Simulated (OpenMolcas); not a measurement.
# 4s² 4p³ along the 33-electron sequence

```json
{"Program": "OpenMolcas", "Method": "CASSCF", "Basis": "ANO-RCC-VTZP", "Scalar Hamiltonian": "DKH2, point nucleus", "Spin-orbit coupling": "RASSI with atomic mean-field integrals over the reference wave functions, term energies averaged over their components"}
```

Active space for each ion: 5 electrons in 8 orbitals (4s 4p 5s 5p).

Computed levels in cm-1 above ⁴S°_3/2:

```tsv
Level	As	Se+	Br2+	Kr3+
²D°_3/2	13824	16799	20603	21257
²D°_5/2	14164	17461	21752	23019
²P°_1/2	19387	24214	29915	32441
²P°_3/2	19754	24973	31295	34613
weight of ⁴S° in the lowest level (%)	100	99	99	98
```

Measured, with the error of the calculation in %. Measured levels: As, Se+ from NIST Handbook of Basic Atomic Spectroscopic Data; Br2+ from Moore, Atomic Energy Levels, vol. II, NSRDS-NBS 35 (1971 reprint of NBS Circular 467, 1952); Kr3+ from Saloman, J. Phys. Chem. Ref. Data 36, 215 (2007).

| Level | As | Se+ | Br2+ | Kr3+ |
| --- | --- | --- | --- | --- |
| ²D°_3/2 | 10593 (+30.5) | 13168 (+27.6) |  | 17038 (+24.8) |
| ²D°_5/2 | 10915 (+29.8) | 13784 (+26.7) |  | 18700 (+23.1) |
| ²P°_1/2 | 18186 (+6.6) | 23038 (+5.1) | 26915 (+11.1) | 31056 (+4.5) |
| ²P°_3/2 | 18648 (+5.9) | 23895 (+4.5) | 28579 (+9.5) | 33406 (+3.6) |

²D°_3/2 changes by a factor of 1.54 over the same range, with steps per unit of Z of +2980, +3800, +654 cm-1.

Without dynamic correlation excited terms often stand tens of per cent too high (terms of higher spin than the ground term too low), and those without a measured partner can miss by more than the paired ones (holds for As; Se+). Some levels mix across a computed gap that differs much from the measured one, so their mixing is not that of the real levels (holds for As). Active for correlation alone: 5p 5s; no level in the range computed is led by a configuration that fills them, so any true level of that kind is missing (holds for As; Se+; Kr3+). The run also gave levels led by 4s² 4p² 5p, which use shells meant for correlation; these and all levels above them are left out (holds for Br2+). Computed and measured levels are paired by configuration, term and J; levels that our copy of the source lacks, or whose pairing is in doubt (as where it misses far off the trend of its configuration), stay unpaired and out of the deviations. Levels of configurations outside the active space are missing.

° marks odd parity.
